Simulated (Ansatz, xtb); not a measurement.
# Isomers of AlGeHNSi in order of energy

3 gas-phase structures of AlGeHNSi, found in a search over its isomers (lower ones may exist). Each was relaxed with GFN2-xTB:

A. a doublet given by its coordinates
B. `[N]1=[Ge][AlH][Si]1`, a doublet
C. a doublet given by its coordinates

A (Å):

```yaml
atoms:
  - { symbol: Al, position_ang: [-1.5177, -0.1365, -0.9594] }
  - { symbol: Ge, position_ang: [-2.4185, -0.9096, -2.9986] }
  - { symbol: N, position_ang: [-0.8831, 0.4415, 0.6045] }
  - { symbol: Si, position_ang: [-0.3700, 0.9664, 2.0445] }
  - { symbol: H, position_ang: [-3.7396, -0.9190, -1.9876] }
```

Close contacts (Å): Al1–Ge2 2.36, Al1–N3 1.78, N3–Si4 1.62, Ge2–H5 1.66.

C (Å):

```xyz
5

Al   -0.7023   -1.4333   -0.2009
Ge    0.7411    1.4806    0.9995
N     0.0794    0.0957    0.3739
Si    0.1593   -1.7203   -2.3898
H    -1.6347   -1.9558    0.9808
```

Close contacts (Å): Al1–N3 1.81, Al1–Si4 2.37, Ge2–N3 1.66, Al1–H5 1.59.

Q: Estimate their order in r2SCAN-D4/def2-SVP energy at these geometries, lowest first.

A: Calculated order at r2SCAN-D4/def2-SVP: A (0.0), C (35.3), B (37.2) kcal/mol.

Energies above the lowest of each column, in kcal/mol:

```
structure  GFN2-xTB  HF/STO-3G  r2SCAN-D4/def2-SVP
        A       0.0        9.5                 0.0
        C       0.8        0.0                35.3
        B      14.7       27.6                37.2
```

r2SCAN-D4/def2-SVP puts A lowest; HF/STO-3G picks C. Some further structures that were screened fall inside this span and aren't listed. Frequencies (B3LYP/6-31G*) were run for A alone. Open shells are spin-unrestricted, some with notable spin contamination.

Programs: Ansatz 0.2.0, xtb 6.7.1 (Pople sets with spherical d functions).
